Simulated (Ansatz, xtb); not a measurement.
**Relative energy of two isomers of C4H8B2S**

Structure X: `BSB(C)C#CC`, a singlet. Structure Y: `CBSBC#CC`, a singlet. Both are isolated molecules in the gas phase, relaxed with PBE-D3(BJ)/def2-SVP; the shapes shown needn't be the lowest conformers.

X (Å):

```json
{"atom": "C", "x (Å)": "0.7517", "y (Å)": "3.3660", "z (Å)": "1.8274"}
{"atom": "C", "x (Å)": "1.2514", "y (Å)": "0.7389", "z (Å)": "1.4520"}
{"atom": "C", "x (Å)": "2.0362", "y (Å)": "-0.2114", "z (Å)": "1.5204"}
{"atom": "C", "x (Å)": "2.9482", "y (Å)": "-1.3381", "z (Å)": "1.5981"}
{"atom": "B", "x (Å)": "-1.6707", "y (Å)": "0.0233", "z (Å)": "0.3083"}
{"atom": "B", "x (Å)": "0.3138", "y (Å)": "1.9225", "z (Å)": "1.3791"}
{"atom": "S", "x (Å)": "-1.4247", "y (Å)": "1.7469", "z (Å)": "0.7506"}
{"atom": "H", "x (Å)": "-0.7874", "y (Å)": "-0.7951", "z (Å)": "0.4395"}
{"atom": "H", "x (Å)": "-2.7692", "y (Å)": "-0.2580", "z (Å)": "-0.1246"}
{"atom": "H", "x (Å)": "1.0942", "y (Å)": "3.3402", "z (Å)": "2.8851"}
{"atom": "H", "x (Å)": "1.6429", "y (Å)": "3.6825", "z (Å)": "1.2423"}
{"atom": "H", "x (Å)": "-0.0342", "y (Å)": "4.1387", "z (Å)": "1.7254"}
{"atom": "H", "x (Å)": "3.1378", "y (Å)": "-1.6159", "z (Å)": "2.6567"}
{"atom": "H", "x (Å)": "3.9313", "y (Å)": "-1.0914", "z (Å)": "1.1447"}
{"atom": "H", "x (Å)": "2.5445", "y (Å)": "-2.2335", "z (Å)": "1.0808"}
```

Y (Å):

```tsv
atom	x (Å)	y (Å)	z (Å)
C	0.2964	-1.9449	-1.6653
C	-0.5330	2.7162	-0.7049
C	-0.3551	3.0908	0.4586
C	-0.1490	3.5193	1.8294
B	0.0075	-0.4279	-1.4185
B	-0.7603	2.3100	-2.1345
S	-0.5323	0.6245	-2.8044
H	-0.3389	-2.5529	-0.9825
H	1.3397	-2.1725	-1.3502
H	0.1506	-2.3035	-2.7025
H	0.1320	0.0785	-0.3213
H	-1.1250	3.1194	-2.9660
H	-1.1091	3.4963	2.3881
H	0.2353	4.5597	1.8796
H	0.5632	2.8576	2.3656
```

Quicker runs give these differences E(Y) − E(X): GFN2-xTB −0.002 eV; HF/STO-3G −0.041 eV (at GFN2-xTB geometries); r2SCAN-D4/def2-SVP −0.031 eV (at GFN2-xTB geometries).

Task: Estimate E(Y) − E(X) at the level CCSD(T)/def2-SVP + ΔMP2/def2-TZVPP.

Result: Too close to call at this level: CCSD(T)/def2-SVP + ΔMP2/def2-TZVPP gives E(Y) − E(X) = +0.001 eV.

Level by level:

| level | geometry | E(Y) − E(X) (eV) | departure from the last row (eV) | job, with rough time for the two |
| --- | --- | --- | --- | --- |
| GFN2-xTB | GFN2-xTB | −0.002 | −0.003 | optimisation, 0.51 s |
| HF/STO-3G | GFN2-xTB | −0.041 | −0.042 | single point, 0.32 s |
| r2SCAN-D4/def2-SVP | GFN2-xTB | −0.031 | −0.032 | single point, 3.4 s |
| PBE-D3(BJ)/def2-SVP | PBE-D3(BJ)/def2-SVP | −0.040 | −0.041 | optimisation, 51 s |
| HF/def2-SVP | PBE-D3(BJ)/def2-SVP | −0.021 | −0.022 | part of the CCSD(T) run |
| MP2/def2-SVP | PBE-D3(BJ)/def2-SVP | +0.002 | +0.001 | part of the CCSD(T) run |
| CCSD(T)/def2-SVP | PBE-D3(BJ)/def2-SVP | −0.008 | −0.008 | single point |
| CCSD(T)/def2-SVP + ΔMP2/def2-TZVPP | PBE-D3(BJ)/def2-SVP | +0.001 |  | single point, 59 s |

As drawn, both hold the same kinds of bond in the same numbers.

The largest departure from CCSD(T)/def2-SVP + ΔMP2/def2-TZVPP is that of HF/STO-3G, 0.042 eV. A small imaginary or near-zero mode remains, so no thermal terms are given. The last row adds to CCSD(T) the change of the MP2 difference between the two basis sets, here +0.008 eV.

The correlated steps freeze 11 core orbitals. Codes used: Ansatz 0.2.0, xtb 6.7.1; the last row on 4 threads of Arm Neoverse V1 on a shared host.
